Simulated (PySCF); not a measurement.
# Bonding in `Cc1nnn(C)c1C`

Species: C₅H₉N₃.
SMILES with atom numbers: `[CH3:1][c:2]1[n:3][n:4][n:5]([CH3:6])[c:7]1[CH3:8]` (hydrogens: H9, H10, H11 on C1; H12, H13, H14 on C6; H15, H16, H17 on C8)

Structure used (GFN2-xTB), in Å, numbered top down from 1:
```xyz
17
C5H9N3 angstrom
C      2.571   -0.272   -0.006
C      1.137   -0.631   -0.154
N      0.728   -1.862   -0.524
N     -0.550   -1.896   -0.569
N     -1.021   -0.699   -0.232
C     -2.426   -0.431   -0.184
C      0.006    0.145    0.043
C     -0.186    1.561    0.436
H      2.815    0.599   -0.612
H      3.179   -1.113   -0.327
H      2.803   -0.044    1.034
H     -2.682    0.399   -0.845
H     -2.942   -1.332   -0.510
H     -2.735   -0.184    0.834
H      0.775    2.007    0.678
H     -0.639    2.127   -0.379
H     -0.839    1.637    1.306
```

Bond orders from the PBE0/pcSseg-1 density (PySCF). Isolated species at its GFN2-xTB geometry, gas phase.

Q: Where do the orders between heavy atoms depart from those drawn in the SMILES?

A: The largest departure is 0.467, at N5–C7 (drawn aromatic, 1.033), counting aromatic bonds as 1.5. The bonds drawn aromatic range from 1.03 to 1.48.

Q: Set the Mayer orders of the bonds between heavy atoms beside their lengths.

A: 
```json
{"bond": "C1–C2", "drawn as": "single", "length (Å)": "1.486", "Mayer order": "1.074"}
{"bond": "C2–N3", "drawn as": "aromatic", "length (Å)": "1.349", "Mayer order": "1.365"}
{"bond": "N3–N4", "drawn as": "aromatic", "length (Å)": "1.280", "Mayer order": "1.475"}
{"bond": "N4–N5", "drawn as": "aromatic", "length (Å)": "1.330", "Mayer order": "1.189"}
{"bond": "N5–C6", "drawn as": "single", "length (Å)": "1.431", "Mayer order": "0.918"}
{"bond": "N5–C7", "drawn as": "aromatic", "length (Å)": "1.358", "Mayer order": "1.033"}
{"bond": "C7–C8", "drawn as": "single", "length (Å)": "1.482", "Mayer order": "1.105"}
{"bond": "C7–C2", "drawn as": "aromatic", "length (Å)": "1.385", "Mayer order": "1.427"}
```

By pair of heavy elements: C–C: lowest C1–C2 (1.074, 1.486 Å), highest C7–C2 (1.427, 1.385 Å). C–N: lowest N5–C6 (0.918, 1.431 Å), highest C2–N3 (1.365, 1.349 Å). N–N: lowest N4–N5 (1.189, 1.330 Å), highest N3–N4 (1.475, 1.280 Å).

Q: And the bonds to hydrogen?

A: C–H: 0.93 to 0.96 (9 bonds).

Q: Sum the orders of all bonds at each heavy atom with more than one neighbour and set the sums beside the valence in the SMILES.

A: C1 3.919 (drawn 4), C2 3.866 (drawn 4), N3 2.840 (drawn 3), N4 2.664 (drawn 3), N5 3.140 (drawn 3), C6 3.788 (drawn 4), C7 3.565 (drawn 4), C8 3.917 (drawn 4). Orders between atoms that aren't bonded are not in these sums.

For a closed shell the Mayer order of atoms A and B is Σ (PS)μν (PS)νμ over the basis functions μ on A and ν on B, with P the density and S the overlap matrix.
